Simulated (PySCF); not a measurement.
PySCF input for B(Cl)(I)(Me) (CH3BClI), SMILES CB(I)Cl, TDA-CAM-B3LYP/def2-SVPD. Coordinates come from a PBE-D3(BJ)/def2-SVP optimisation. The def2 effective core potentials stand for the cores of I; spin–orbit coupling is left out.

```python
import numpy as np
from pyscf import gto, scf, dft, tdscf

mol = gto.M(
    atom='''
    B     0.16797986    0.61790604   -0.90913203
    Cl    1.86233802    0.54773060   -1.37715615
    I    -0.44783743   -0.48212646    0.83902095
    C    -0.88233297    1.40645991   -1.75474274
    H    -1.73016308    1.78643879   -1.15315225
    H    -1.31563921    0.69432688   -2.49467745
    H    -0.42446141    2.23222661   -2.33450931
    ''',
    basis='def2-SVPD',
    ecp={'I': 'def2-svp'},
    charge=0,
    spin=0,
    max_memory=1600,
    verbose=4,
)
mf = dft.RKS(mol, xc='cam-b3lyp').density_fit(auxbasis='def2-universal-jkfit')
mf.grids.level = 3
mf.conv_tol = 1e-9
mf.max_cycle = 100
mf.kernel()
mf.grids = dft.Grids(mol).set(level=1).build(with_non0tab=True)  # coarser grid for the response kernel
td = tdscf.TDA(mf)
td.singlet = True
td.nstates = 10
td.conv_tol = 1e-4
td.kernel(x0=td.get_init_guess(mf, 15))
td.analyze()
tt = tdscf.TDA(mf)
tt.singlet = False
tt.nstates = 4
tt.conv_tol = 1e-4
tt.kernel(x0=tt.get_init_guess(mf, 9))
tt.analyze(verbose=3)
```

Output:

```
PySCF version 2.14.0

[INPUT] verbose = 4
[INPUT] num. atoms = 7
[INPUT] num. electrons = 56
[INPUT] charge = 0
[INPUT] spin (= nelec alpha-beta = 2S) = 0
[INPUT] symmetry False subgroup None
[INPUT] Mole.unit = angstrom
[INPUT] Symbol           X                Y                Z      unit          X                Y                Z       unit  Magmom
[INPUT]  1 B      0.167979860000   0.617906040000  -0.909132030000 AA    0.317435929843   1.167673186315  -1.718010547770 Bohr   0.0
[INPUT]  2 Cl     1.862338020000   0.547730600000  -1.377156150000 AA    3.519308809165   1.035060824044  -2.602447954260 Bohr   0.0
[INPUT]  3 I     -0.447837430000  -0.482126460000   0.839020950000 AA   -0.846290091029  -0.911086966806   1.585519808272 Bohr   0.0
[INPUT]  4 C     -0.882332970000   1.406459910000  -1.754742740000 AA   -1.667367663974   2.657824035080  -3.315983197669 Bohr   0.0
[INPUT]  5 H     -1.730163080000   1.786438790000  -1.153152250000 AA   -3.269534372034   3.375880051399  -2.179141932426 Bohr   0.0
[INPUT]  6 H     -1.315639210000   0.694326880000  -2.494677450000 AA   -2.486197785639   1.312087644124  -4.714257149628 Bohr   0.0
[INPUT]  7 H     -0.424461410000   2.232226610000  -2.334509310000 AA   -0.802115815347   4.218296940866  -4.411583231147 Bohr   0.0

nuclear repulsion = 208.342120288295
number of shells = 52
number of NR pGTOs = 205
number of NR cGTOs = 126
basis = def2-SVPD
ecp = {'I': 'def2-svp'}


[settings echo left out]
init E= -791.08867470296
  HOMO = -0.671753556275874  LUMO = -0.563928862542262  gap/eV = 2.93406
cycle= 1 E= -820.764617696494  delta_E= -29.7  |g|= 2.99  |ddm|= 11.6
  HOMO = -0.0229082187716889  LUMO = 0.00410704630114106  gap/eV = 0.73512
cycle= 2 E= -818.293027282716  delta_E= 2.47  |g|= 2.99  |ddm|= 37.3
  HOMO = -0.260931869583793  LUMO = -0.0903854601989061  gap/eV = 4.64080
cycle= 3 E= -822.077160753614  delta_E= -3.78  |g|= 1.02  |ddm|= 36.2
  HOMO = -0.33230089966864  LUMO = -0.0997562717421658  gap/eV = 6.32786
cycle= 4 E= -822.501850028557  delta_E= -0.425  |g|= 0.269  |ddm|= 1.97
  HOMO = -0.295176786894138  LUMO = -0.0101570147762367  gap/eV = 7.75578
cycle= 5 E= -822.523246863629  delta_E= -0.0214  |g|= 0.107  |ddm|= 0.638
  HOMO = -0.322077745444136  LUMO = -0.0234674088563401  gap/eV = 8.12560
cycle= 6 E= -822.526369031557  delta_E= -0.00312  |g|= 0.0335  |ddm|= 0.202
  HOMO = -0.325495796863668  LUMO = -0.0211203388257569  gap/eV = 8.28248
cycle= 7 E= -822.52671475218  delta_E= -0.000346  |g|= 0.00861  |ddm|= 0.0545
  HOMO = -0.326567895203775  LUMO = -0.021830843770506  gap/eV = 8.29232
cycle= 8 E= -822.52674644482  delta_E= -3.17e-05  |g|= 0.0026  |ddm|= 0.0203
  HOMO = -0.326337441215134  LUMO = -0.0215156213199664  gap/eV = 8.29462
cycle= 9 E= -822.526749539686  delta_E= -3.09e-06  |g|= 0.000938  |ddm|= 0.00577
  HOMO = -0.32625236256573  LUMO = -0.0216021395064139  gap/eV = 8.28995
cycle= 10 E= -822.526749992126  delta_E= -4.52e-07  |g|= 0.000274  |ddm|= 0.00211
  HOMO = -0.326223528042929  LUMO = -0.0215745271840892  gap/eV = 8.28992
cycle= 11 E= -822.526750044444  delta_E= -5.23e-08  |g|= 8.39e-05  |ddm|= 0.000779
  HOMO = -0.326229550037843  LUMO = -0.0215757675900345  gap/eV = 8.29005
cycle= 12 E= -822.526750050824  delta_E= -6.38e-09  |g|= 2.04e-05  |ddm|= 0.000304
  HOMO = -0.326226968671052  LUMO = -0.0215750893141817  gap/eV = 8.29000
cycle= 13 E= -822.52675005122  delta_E= -3.96e-10  |g|= 5.61e-06  |ddm|= 8.81e-05
  HOMO = -0.326226215871149  LUMO = -0.0215754188245994  gap/eV = 8.28997
Extra cycle  E= -822.526750051228  delta_E= -8.64e-12  |g|= 2.94e-06  |ddm|= 1.5e-05
converged SCF energy = -822.526750051228
tot grids = 32120


******** <class 'pyscf.tdscf.rks.TDA'> for <class 'pyscf.df.df_jk.DFRKS'> ********
nstates = 10 singlet
deg_eia_thresh = 1.000e-03
wfnsym = None
conv_tol = 0.0001
eigh lindep = 1e-12
eigh level_shift = 0
eigh max_cycle = 100


Excitation energies (eV)
[4.78472903 5.58710799 5.60061038 6.23642953 6.52688056 6.93629984
 7.23031135 7.33616371 7.67466492 7.87631131]

** Singlet excitation energies and oscillator strengths **
Excited State   1:      4.78473 eV    259.12 nm  f=0.0000
      28 -> 29        0.70436
Excited State   2:      5.58711 eV    221.91 nm  f=0.1012
      26 -> 29       -0.29482
      27 -> 29       -0.61730
Excited State   3:      5.60061 eV    221.38 nm  f=0.0232
      26 -> 29       -0.63511
      27 -> 29        0.28392
Excited State   4:      6.23643 eV    198.81 nm  f=0.0090
      28 -> 30        0.53733
      28 -> 31       -0.36213
      28 -> 34       -0.21245
Excited State   5:      6.52688 eV    189.96 nm  f=0.0057
      27 -> 30       -0.53409
      27 -> 31        0.34776
      27 -> 34        0.23880
      27 -> 36        0.13633
Excited State   6:      6.93630 eV    178.75 nm  f=0.0771
      28 -> 30       -0.41990
      28 -> 31       -0.47147
      28 -> 34       -0.26760
Excited State   7:      7.23031 eV    171.48 nm  f=0.0132
      24 -> 29        0.60764
      25 -> 29       -0.10537
      27 -> 30        0.20861
      27 -> 31        0.21907
      27 -> 34        0.11760
Excited State   8:      7.33616 eV    169.00 nm  f=0.0748
      24 -> 29       -0.31630
      27 -> 30        0.36928
      27 -> 31        0.42350
      27 -> 34        0.22991
Excited State   9:      7.67466 eV    161.55 nm  f=0.1456
      24 -> 29        0.12056
      25 -> 29        0.66551
Excited State  10:      7.87631 eV    157.41 nm  f=0.0478
      26 -> 30        0.10496
      28 -> 31       -0.33627
      28 -> 33        0.12767
      28 -> 34        0.55934
      28 -> 36        0.11811

** Transition electric dipole moments (AU) **
state          X           Y           Z        Dip. S.      Osc.
  1        -0.0078     -0.0098     -0.0050      0.0002      0.0000
  2         0.3314      0.3996     -0.6855      0.7395      0.1012
  3        -0.1488     -0.2245      0.3112      0.1694      0.0232
  4         0.2347     -0.0161     -0.0596      0.0589      0.0090
  5        -0.0229     -0.1250     -0.1387      0.0354      0.0057
  6        -0.6402      0.2020     -0.0537      0.4536      0.0771
  7         0.0480      0.2284      0.1408      0.0743      0.0132
  8         0.1371      0.5206      0.3555      0.4162      0.0748
  9         0.8694     -0.1090     -0.0823      0.7744      0.1456
 10         0.1353     -0.2982      0.3751      0.2479      0.0478

WARN: ECP detected. Skipping calculation of transition velocity and magnetic dipole moments, which have not yet been implemented.



******** <class 'pyscf.tdscf.rks.TDA'> for <class 'pyscf.df.df_jk.DFRKS'> ********
nstates = 4 triplet
deg_eia_thresh = 1.000e-03
wfnsym = None
conv_tol = 0.0001
eigh lindep = 1e-12
eigh level_shift = 0
eigh max_cycle = 100


Excitation energies (eV)
[4.65451272 4.7805987  5.26310392 5.67095378]

** Triplet excitation energies and oscillator strengths **
Excited State   1:      4.65451 eV    266.37 nm  f=0.0000
Excited State   2:      4.78060 eV    259.35 nm  f=0.0000
Excited State   3:      5.26310 eV    235.57 nm  f=0.0000
Excited State   4:      5.67095 eV    218.63 nm  f=0.0000
```

The run converged.
